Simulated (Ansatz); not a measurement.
This triplet is an excited state, 1.86 eV above the relaxed singlet at the level frozen-core CCSD(T)/cc-pVTZ // PBE0-D3(BJ)/def2-SVP (Ansatz, a program for electronic structure).

A geometry relaxed with PBE0-D3(BJ)/def2-SVP in Ansatz, charge 0, multiplicity 3:

```xyz
10

Si    -0.4896    -0.8087    -0.5217
H     -2.1340    -0.7942     1.3670
H     -2.9109    -0.3750    -0.1904
C      1.9248     0.3053     0.1725
H      2.5836     0.2786     1.0548
H     -1.9400     0.8555     0.6743
C     -2.0212    -0.2165     0.4367
O      0.9657    -0.7104     0.3038
H      2.5519     0.1551    -0.7233
H      1.4697     1.3102     0.1066
```

### Question
Write the SMILES of this molecule.

### Answer
`CO[Si]C`
